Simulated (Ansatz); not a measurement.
A nudged elastic band was laid between two geometries of B2H5NOSi (10 atoms, charge 0, multiplicity 1).

Level of theory: Ansatz 0.2.0, RKS PBE-D4/def2-SVP.

| Quantity | Value |
| --- | --- |
| movable images | 5 |
| climbing image | yes |
| spring | 5.0 eV/Å² |
| optimiser | quadratic models (default) |
| start path | through a guess of the saddle point |
| force threshold | 0.5 eV/Å |
| iteration limit | 60 |
| end points | relaxed |

Image 0:

```xyz
10
Properties=species:S:1:pos:R:3
O -0.526 0.615 2.302
Si 0.316 0.362 0.858
B 0.117 -1.322 -0.237
N 0.089 -0.562 -1.462
B -0.382 0.724 -1.011
H -0.183 1.343 2.848
H 1.760 0.783 1.006
H -0.103 -2.517 -0.188
H 0.068 -0.932 -2.420
H -1.073 1.455 -1.693
```

Image 6:

```xyz
10
Properties=species:S:1:pos:R:3
O -0.036 1.001 2.037
Si 1.145 0.705 0.264
B 0.336 -1.048 -0.330
N 0.174 -0.597 -1.688
B -0.290 0.656 -1.157
H 0.576 0.993 2.800
H -0.565 0.182 2.126
H -0.034 -2.133 0.088
H 0.036 -1.081 -2.580
H -1.259 1.273 -1.557
```

(1) What changes between the two ends?

(2) What energy profile does the band end with?

(3) What is the geometry of the highest image?

The band took 18 iterations and of the order of 2.9 core-minutes.

Results:

(1) Bonds broken: Si2–H7. Bonds formed: O1–H7.

(2) The run converged. The highest image is number 2 of 0 to 6, 60.3 kcal/mol above the first end and 23.0 kcal/mol above the last; the last end lies 37.3 kcal/mol above the first. The threshold of 0.5 eV/Å is loose, so the images may lie well off the minimum-energy path. Neighbouring images differ by up to 2.0 eV, so the band resolves the path poorly. The order of the stationary point at the top wasn't checked. The orbitals stay closed-shell, which can raise the energy where a bond breaks towards radicals; this wasn't checked here.

```tsv
image	path coordinate (Å)	energy (kcal/mol)	Si2–H7 (Å)	O1–H7 (Å)
0	0.00	0.0	1.51	2.63
1	0.83	14.3	1.49	2.19
2	1.66	60.3	1.61	1.31
3	2.48	39.5	2.35	0.98
4	3.29	38.0	2.59	0.98
5	4.11	37.6	2.58	0.98
6	4.92	37.3	2.58	0.98
```

(3) 
```xyz
10
Properties=species:S:1:pos:R:3
O 0.035 0.592 2.367
Si 0.732 0.386 0.556
B 0.172 -1.290 -0.387
N 0.010 -0.592 -1.639
B -0.422 0.663 -1.076
H -0.213 1.539 2.468
H 1.296 0.697 2.029
H -0.088 -2.463 -0.205
H -0.153 -0.966 -2.579
H -1.287 1.382 -1.531
```

Time of the run: 90 s on 2 threads of AMD EPYC 9R14 (Zen 4), on a shared host, peak memory 0.17 GiB.
